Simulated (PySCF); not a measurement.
How methods differ on the interval between two levels of Ba

Ba [Xe] 6s2 → Ba [Xe] 6p2 [3P2, M_J = 2], as a difference of total energies. Calculation: PySCF 2.14, in x2c-TZVPall-2c (11s11p9d1f, 96 functions); the two-component X2C-1e Hamiltonian. Correlated levels: [Kr] 4d10 frozen; the 24 highest virtual spinors dropped. "Screened" scales the spin-orbit matrix elements by Boettger's factors to mimic the two-electron term; Breit and QED terms are absent.

| method | interval between two levels (cm⁻¹) |
| --- | --- |
| GHF (spin-free) | 27004 |
| GMP2 (spin-free) | 33053 |
| GHF (screened spin-orbit) | 27245 |
| GMP2 (screened spin-orbit) | 33261 |

The labels give the starting determinants; with spin-orbit coupling the two ends relaxed to ⟨J²⟩ = 0.00, ⟨L²⟩ = 0.04, ⟨S²⟩ = 0.04 and ⟨J²⟩ = 6.00, ⟨L²⟩ = 2.10, ⟨S²⟩ = 2.00.
